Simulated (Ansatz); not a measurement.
`CC[SiH2][SiH2]F` + `OCO` → `OCO[SiH2]F` + `CC[SiH3]`  (cleavage of the Si–Si bond)

Gas-phase electronic energies from Ansatz, PBE0-D4/def2-TZVP geometries. CBS: MP2 limit from def2 TZ/QZ plus the TZ coupled-cluster correction, frozen cores. This one scheme is used for every species. DFT in def2-TZVPP. B3LYP here is the variant with VWN-RPA as its local correlation; programs differ in this. Each species was taken in one conformer, which may not be the lowest.

`CC[SiH2][SiH2]F`:

```xyz
14

C    -2.108    0.117   -0.975
C    -0.710    0.572   -0.567
Si    0.248   -0.726    0.400
Si    2.378    0.030    1.020
F     2.239    1.379    1.888
H    -2.716   -0.132   -0.102
H    -2.635    0.896   -1.531
H    -2.069   -0.772   -1.610
H    -0.121    0.842   -1.450
H    -0.764    1.478    0.047
H     0.440   -1.955   -0.425
H    -0.508   -1.122    1.623
H     3.212    0.357   -0.169
H     3.112   -0.964    1.849
```

`OCO`:

```xyz
7

O    -0.956    0.541    0.528
C     0.026   -0.379    0.155
O     0.910    0.126   -0.801
H    -0.515    1.301    0.922
H    -0.523   -1.251   -0.215
H     0.654   -0.675    1.001
H     0.404    0.337   -1.591
```

`OCO[SiH2]F`:

Z-matrix (Å, degrees):
```
C
O 1 1.406
O 1 1.390 2 112.8
H 1 1.095 2 106.2 3 123.1
H 1 1.093 2 110.0 3 -118.1
Si 2 1.633 1 125.6 3 48.3
H 3 0.962 1 108.9 2 69.7
F 6 1.596 2 110.1 1 54.9
H 6 1.478 2 112.9 1 -64.5
H 6 1.476 2 105.5 1 172.1
```

`CC[SiH3]`:

Cartesian coordinates in Å:
```
C -1.201 0.755 -0.078
C -0.369 -0.408 0.455
Si 1.380 -0.446 -0.226
H -2.212 0.748 0.337
H -1.292 0.714 -1.167
H -0.749 1.717 0.174
H -0.848 -1.363 0.216
H -0.308 -0.366 1.548
H 2.100 0.810 0.125
H 1.356 -0.563 -1.710
H 2.144 -1.598 0.327
```

```
             level  ΔE (kcal/mol)  difference from CCSD(T)/CBS
            PBE-D4          -21.7                          5.8
         r2SCAN-D4          -26.5                          1.0
            B2PLYP          -28.6                         -1.1
               PBE          -21.6                          5.9
            r2SCAN          -26.6                          0.9
              PBE0          -23.5                          4.0
             B3LYP          -27.2                          0.3
     HF/def2-TZVPP          -32.5                         -5.0
SCS-MP2/def2-TZVPP          -30.2                         -2.7
   CCSD/def2-TZVPP          -28.5                         -1.0
CCSD(T)/def2-TZVPP          -27.9                         -0.4
     HF/def2-QZVPP          -32.9                         -5.4
    MP2/def2-QZVPP          -29.5                         -2.0
SCS-MP2/def2-QZVPP          -30.1                         -2.6
     MP2/CBS(def2)          -29.2                         -1.7
    CCSD/CBS(def2)          -28.0                         -0.5
       CCSD(T)/CBS          -27.5                            0
```

Largest T1 diagnostic among the species: 0.012.

From PBE to PBE0 (25 % exact exchange), in def2-TZVPP and without D4, ΔE moves by −1.8 kcal/mol. In def2-TZVPP, CCSD(T) changes the Hartree–Fock value by +4.6 kcal/mol (the triples alone add +0.6 kcal/mol) and MP2 by +2.9 kcal/mol.
